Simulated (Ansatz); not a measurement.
Ansatz (an electronic-structure program) input:

Ansatz 0.2 input:
```yaml
crystal:
  periodic: [false, false, false]
  atoms:
    - {symbol: Si, position_ang: [0.71247826, 0.20059103, -0.71774957]}
    - {symbol: C, position_ang: [2.28534425, -0.57686590, 0.13161672]}
    - {symbol: F, position_ang: [1.05057334, 1.80020275, -0.24878589]}
    - {symbol: N, position_ang: [-0.47429064, -0.25536830, 0.58565615]}
    - {symbol: Si, position_ang: [-2.10028121, -0.64392963, 0.30084199]}
    - {symbol: H, position_ang: [2.23040290, -1.67093250, 0.10815323]}
    - {symbol: H, position_ang: [3.20732618, -0.27625223, -0.37821064]}
    - {symbol: H, position_ang: [2.36376730, -0.25821710, 1.18170412]}
    - {symbol: H, position_ang: [-0.18835994, -0.17259187, 1.55692562]}
    - {symbol: H, position_ang: [-2.79291669, -0.87854306, 1.61124505]}
    - {symbol: H, position_ang: [-2.32792410, -1.88866851, -0.49398610]}
    - {symbol: H, position_ang: [-2.91024553, 0.39889419, -0.39934559]}
basis:
  gaussian:
    orbitals: def2-TZVPD
hamiltonian:
  xc: {name: wB97M-V}
total_charge: -1
output: {forces: true}
```

### Question
Which total energy does the run end on?

### Answer
-776.01655 Eh (wB97M-V/def2-TZVPD). The basis has 263 functions. The run takes around 40 core-seconds (rough).

It need not be the lowest isomer of its formula. Whether it binds its extra electron was not tested at this geometry.
